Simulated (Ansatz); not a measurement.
Mulliken charges of `[S][GeH2][Cl]` radical from PBE/def2-TZVPP in Ansatz (PBE0-D4/def2-TZVP geometry).

| atom | x (Å) | y (Å) | z (Å) | charge (e) |
| --- | --- | --- | --- | --- |
| S1 | 0.941 | 0.235 | 1.873 | -0.199 |
| Ge2 | 0.043 | -0.138 | -0.091 | 0.419 |
| Cl3 | -1.324 | 1.424 | -0.670 | -0.280 |
| H4 | 1.162 | -0.160 | -1.138 | 0.030 |
| H5 | -0.771 | -1.435 | -0.016 | 0.030 |

Q: By hand: the dipole of these point charges (1 e Å = 4.8032 D).

A: Σ q r = (0.213, -0.551, -0.258) e Å, of length 0.645 e Å = 3.10 D.

Q: How does the dipole of the full density compare? (Estimate.)

A: The calculation gave: (0.144, -0.302, -0.095) e Å, 1.67 D; the point charges give 1.86 times that, at 9° from its direction.

Point charges leave out the atoms' own dipoles, such as those of lone pairs, and Mulliken's split depends on the basis, so the two needn't agree.
